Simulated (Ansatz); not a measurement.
A nudged elastic band was laid between two geometries of C3H6Si (10 atoms, charge 0, multiplicity 1).

Method: RKS PBE0/def2-SVP in Ansatz.

```yaml
movable_images: 5
climbing_image: yes
spring: 5.0 eV/Å²
optimiser: quadratic models (default)
start_path: IDPP
force_threshold: 0.05 eV/Å
iteration_limit: 56
end_points: relaxed
```

First end point:

```xyz
10
Properties=species:S:1:pos:R:3
C -0.810 0.818 -1.082
C -0.072 -0.022 -0.109
C 0.142 -1.320 0.138
Si 1.008 -0.275 1.347
H -1.341 0.212 -1.833
H -1.543 1.455 -0.562
H -0.120 1.500 -1.604
H -0.168 -2.267 -0.313
H 0.505 -0.100 2.740
H 2.482 -0.053 1.281
```

Last end point:

```xyz
10
Properties=species:S:1:pos:R:3
C -0.836 0.810 -1.068
C -0.039 -0.013 -0.128
C 0.596 -1.190 -0.114
Si 0.757 -0.344 1.487
H -1.831 1.022 -0.648
H -0.351 1.786 -1.230
H -0.964 0.316 -2.045
H 0.759 -2.004 -0.828
H -0.032 -0.766 2.681
H 2.022 0.333 1.895
```

(1) What changes between the two ends?

(2) Give the energies along the band, and the barrier.

(3) What is the geometry of the highest image?

(4) What are the harmonic wavenumbers there?

Answers

(1) No bond is made or broken. The dihedral H5–C1–C2–C3 goes from 0 to 122°. The two ends are copies of one structure, up to a mirror image or an exchange of like atoms.

(2) It converged. The highest image is number 3 of 0 to 6, 0.043 eV above the ends, which have the same energy within 2 meV. A vibrational analysis at the climbing image gives one clearly imaginary mode, 140i cm⁻¹: a first-order saddle point.

```csv
image,path coordinate (Å),energy (eV),dihedral H5–C1–C2–C3 (°)
0,0.00,0.000,0
1,0.56,0.010,19
2,1.11,0.032,39
3,1.67,0.043,59
4,2.22,0.031,80
5,2.78,0.010,101
6,3.34,0.000,122
```

(3) 
```xyz
10
Properties=species:S:1:pos:R:3
C -0.815 0.835 -1.069
C -0.045 -0.001 -0.113
C 0.475 -1.234 -0.064
Si 0.806 -0.327 1.475
H -1.771 0.348 -1.323
H -1.035 1.834 -0.669
H -0.256 0.957 -2.011
H 0.521 -2.099 -0.733
H 0.050 -0.606 2.730
H 2.152 0.241 1.778
```

(4) 140i, 298, 308, 582, 604, 644, 651, 783, 812, 966, 1002, 1016, 1027, 1152, 1368, 1445, 1457, 1693, 2236, 2240, 3053, 3137, 3174, 3206 cm⁻¹.

The run took 77 s on 1 thread of Intel(R) Xeon(R) Platinum 8259CL CPU @ 2.50GHz (Skylake/Cascade Lake), on a shared host, peak memory 0.19 GiB.
